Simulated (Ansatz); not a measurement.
Species: dibromoborinic acid, sum formula HBOBr₂, net charge 0, singlet state. 
Geometry from a B3LYP-D3(BJ)/def2-TZVP (Ansatz, a quantum-chemistry and plane-wave program) optimisation:
```xyz
5

O     -1.7869    -0.8715     0.1166
B     -0.5858    -0.2858     0.0382
Br    -0.3974     1.6383     0.1731
Br     0.9616    -1.3908    -0.2122
H     -2.5220    -0.2592     0.2425
```
Charge 0, spin multiplicity 1.

Dipole moments at this geometry, in debye (magnitudes).

| level | program | dipole (D) |
|---|---|---|
| SVWN5/def2-TZVPD | Ansatz | 1.72 |
| PBE/def2-TZVPD | Ansatz | 1.68 |
| BLYP/def2-TZVPD | Ansatz | 1.67 |
| revPBE/def2-TZVPD | Ansatz | 1.69 |
| r2SCAN/def2-TZVPD | Ansatz | 1.74 |
| B3LYP/def2-TZVPD | Ansatz | 1.71 |
| PBE0/def2-TZVPD | Ansatz | 1.73 |
| BHLYP/def2-TZVPD | Ansatz | 1.76 |
| r2SCANh/def2-TZVPD | Ansatz | 1.75 |
| r2SCAN0/def2-TZVPD | Ansatz | 1.77 |
| HSE06/def2-TZVPD | Ansatz | 1.73 |
| CAM-B3LYP/def2-TZVPD | Ansatz | 1.76 |
| wB97M-V/def2-TZVPD | Ansatz | 1.77 |
| CCSD(T)/aug-cc-pVDZ | Ansatz | ? |

What belongs in the gaps?


- CCSD(T)/aug-cc-pVDZ, dipole (D): 1.74
